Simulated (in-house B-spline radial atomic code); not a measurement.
Inner levels of rhodium as electrons are removed. A shift is the extra binding of the orbital against the neutral atom ([Kr] 4d3/2(4) 4d5/2(4) 5s1). The density at the nucleus is averaged over the nuclear charge. Computed with a B-spline radial code for spherical atoms: Dirac-Hartree-Fock, jj configuration that fills j = l - 1/2 first, finite nuclei.

A number in brackets counts the electrons of a j subshell.

```json
{"ion": "Rh", "configuration": "[Kr] 4d3/2(4) 4d5/2(4) 5s1", "shift of 2p3/2 (eV)": "0", "shift of 1s1/2 (eV)": "0", "shift of 4s1/2 (eV)": "0", "radius of 2p3/2 (bohr)": "0.12522", "radius of 1s1/2 (bohr)": "0.032618", "radius of 4s1/2 (bohr)": "0.98893", "Σ<r²> (bohr²)": "52.362", "change of density at nucleus (bohr⁻³)": "-"}
{"ion": "Rh+", "configuration": "[Kr] 4d3/2(4) 4d5/2(4)", "shift of 2p3/2 (eV)": "7.5021", "shift of 1s1/2 (eV)": "7.5649", "shift of 4s1/2 (eV)": "7.5307", "radius of 2p3/2 (bohr)": "0.12522", "radius of 1s1/2 (bohr)": "0.032618", "radius of 4s1/2 (bohr)": "0.99003", "Σ<r²> (bohr²)": "36.071", "change of density at nucleus (bohr⁻³)": "-11.181"}
{"ion": "Rh2+", "configuration": "[Kr] 4d3/2(4) 4d5/2(3)", "shift of 2p3/2 (eV)": "21.353", "shift of 1s1/2 (eV)": "21.336", "shift of 4s1/2 (eV)": "21.019", "radius of 2p3/2 (bohr)": "0.12521", "radius of 1s1/2 (bohr)": "0.032619", "radius of 4s1/2 (bohr)": "0.9855", "Σ<r²> (bohr²)": "30.429", "change of density at nucleus (bohr⁻³)": "-7.826"}
{"ion": "Rh3+", "configuration": "[Kr] 4d3/2(4) 4d5/2(2)", "shift of 2p3/2 (eV)": "37.305", "shift of 1s1/2 (eV)": "37.179", "shift of 4s1/2 (eV)": "36.139", "radius of 2p3/2 (bohr)": "0.12521", "radius of 1s1/2 (bohr)": "0.032619", "radius of 4s1/2 (bohr)": "0.97942", "Σ<r²> (bohr²)": "26.19", "change of density at nucleus (bohr⁻³)": "-2.589"}
{"ion": "Rh4+", "configuration": "[Kr] 4d3/2(4) 4d5/2(1)", "shift of 2p3/2 (eV)": "55.085", "shift of 1s1/2 (eV)": "54.831", "shift of 4s1/2 (eV)": "52.575", "radius of 2p3/2 (bohr)": "0.12521", "radius of 1s1/2 (bohr)": "0.032619", "radius of 4s1/2 (bohr)": "0.97216", "Σ<r²> (bohr²)": "22.774", "change of density at nucleus (bohr⁻³)": "4.438"}
{"ion": "Rh5+", "configuration": "[Kr] 4d3/2(4)", "shift of 2p3/2 (eV)": "74.526", "shift of 1s1/2 (eV)": "74.132", "shift of 4s1/2 (eV)": "70.131", "radius of 2p3/2 (bohr)": "0.1252", "radius of 1s1/2 (bohr)": "0.032619", "radius of 4s1/2 (bohr)": "0.96402", "Σ<r²> (bohr²)": "19.904", "change of density at nucleus (bohr⁻³)": "13.168"}
{"ion": "Rh6+", "configuration": "[Kr] 4d3/2(3)", "shift of 2p3/2 (eV)": "95.857", "shift of 1s1/2 (eV)": "95.177", "shift of 4s1/2 (eV)": "88.773", "radius of 2p3/2 (bohr)": "0.1252", "radius of 1s1/2 (bohr)": "0.032619", "radius of 4s1/2 (bohr)": "0.95508", "Σ<r²> (bohr²)": "17.456", "change of density at nucleus (bohr⁻³)": "23.837"}
{"ion": "Rh7+", "configuration": "[Kr] 4d3/2(2)", "shift of 2p3/2 (eV)": "118.68", "shift of 1s1/2 (eV)": "117.69", "shift of 4s1/2 (eV)": "108.31", "radius of 2p3/2 (bohr)": "0.12519", "radius of 1s1/2 (bohr)": "0.032619", "radius of 4s1/2 (bohr)": "0.94571", "Σ<r²> (bohr²)": "15.301", "change of density at nucleus (bohr⁻³)": "36.075"}
{"ion": "Rh8+", "configuration": "[Kr] 4d3/2(1)", "shift of 2p3/2 (eV)": "142.94", "shift of 1s1/2 (eV)": "141.64", "shift of 4s1/2 (eV)": "128.67", "radius of 2p3/2 (bohr)": "0.12519", "radius of 1s1/2 (bohr)": "0.032619", "radius of 4s1/2 (bohr)": "0.93605", "Σ<r²> (bohr²)": "13.38", "change of density at nucleus (bohr⁻³)": "49.83"}
{"ion": "Rh9+", "configuration": "[Ar] 3d10 4s2 4p6", "shift of 2p3/2 (eV)": "168.61", "shift of 1s1/2 (eV)": "166.96", "shift of 4s1/2 (eV)": "149.8", "radius of 2p3/2 (bohr)": "0.12518", "radius of 1s1/2 (bohr)": "0.03262", "radius of 4s1/2 (bohr)": "0.92619", "Σ<r²> (bohr²)": "11.65", "change of density at nucleus (bohr⁻³)": "65.067"}
{"ion": "Rh10+", "configuration": "[Ar] 3d10 4s2 4p1/2(2) 4p3/2(3)", "shift of 2p3/2 (eV)": "197.49", "shift of 1s1/2 (eV)": "196.95", "shift of 4s1/2 (eV)": "171.19", "radius of 2p3/2 (bohr)": "0.12518", "radius of 1s1/2 (bohr)": "0.032619", "radius of 4s1/2 (bohr)": "0.91513", "Σ<r²> (bohr²)": "10.303", "change of density at nucleus (bohr⁻³)": "87.04"}
{"ion": "Rh11+", "configuration": "[Ar] 3d10 4s2 4p1/2(2) 4p3/2(2)", "shift of 2p3/2 (eV)": "227.38", "shift of 1s1/2 (eV)": "228.08", "shift of 4s1/2 (eV)": "193.09", "radius of 2p3/2 (bohr)": "0.12517", "radius of 1s1/2 (bohr)": "0.032619", "radius of 4s1/2 (bohr)": "0.90438", "Σ<r²> (bohr²)": "9.0427", "change of density at nucleus (bohr⁻³)": "110.19"}
{"ion": "Rh12+", "configuration": "[Ar] 3d10 4s2 4p1/2(2) 4p3/2(1)", "shift of 2p3/2 (eV)": "258.27", "shift of 1s1/2 (eV)": "260.33", "shift of 4s1/2 (eV)": "215.48", "radius of 2p3/2 (bohr)": "0.12516", "radius of 1s1/2 (bohr)": "0.032618", "radius of 4s1/2 (bohr)": "0.89393", "Σ<r²> (bohr²)": "7.8587", "change of density at nucleus (bohr⁻³)": "134.52"}
{"ion": "Rh13+", "configuration": "[Ar] 3d10 4s2 4p1/2(2)", "shift of 2p3/2 (eV)": "290.15", "shift of 1s1/2 (eV)": "293.7", "shift of 4s1/2 (eV)": "238.35", "radius of 2p3/2 (bohr)": "0.12514", "radius of 1s1/2 (bohr)": "0.032617", "radius of 4s1/2 (bohr)": "0.88378", "Σ<r²> (bohr²)": "6.7441", "change of density at nucleus (bohr⁻³)": "160.03"}
{"ion": "Rh14+", "configuration": "[Ar] 3d10 4s2 4p1/2(1)", "shift of 2p3/2 (eV)": "323.73", "shift of 1s1/2 (eV)": "328.8", "shift of 4s1/2 (eV)": "261.88", "radius of 2p3/2 (bohr)": "0.12512", "radius of 1s1/2 (bohr)": "0.032617", "radius of 4s1/2 (bohr)": "0.87386", "Σ<r²> (bohr²)": "5.7194", "change of density at nucleus (bohr⁻³)": "182.64"}
{"ion": "Rh15+", "configuration": "[Ar] 3d10 4s2", "shift of 2p3/2 (eV)": "358.33", "shift of 1s1/2 (eV)": "365.07", "shift of 4s1/2 (eV)": "285.89", "radius of 2p3/2 (bohr)": "0.12509", "radius of 1s1/2 (bohr)": "0.032616", "radius of 4s1/2 (bohr)": "0.86422", "Σ<r²> (bohr²)": "4.753", "change of density at nucleus (bohr⁻³)": "206.15"}
```
